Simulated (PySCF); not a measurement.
## Correlation energy of Mo²⁺ (molybdenum, charge +2)

[Kr] 4d3 5p1, one real determinant (an excited configuration). Computed with PySCF 2.14 in x2c-TZVPPall with one added diffuse shell each of s, p, d, f type (9s7p7d3f1g, 95 functions), with the spin-free X2C one-electron Hamiltonian (Gaussian nucleus). Frozen: [Kr]; 4 electrons correlated.

```csv
level,correlation energy (mhartree)
CCSD,-32.38
(T),-1.00
CCSD(T),-33.38
```

Diagnostics: T1 = 0.0065, D1 = 0.0173, largest double amplitude 0.104.

The real determinant used has ⟨L²⟩ near 14 against 20 for a pure G term, so it mixes terms.

Cost of the coupled-cluster step: about 15 core-seconds, for 4 correlated electrons.

The reference is one real determinant that mixes LS terms of this configuration.
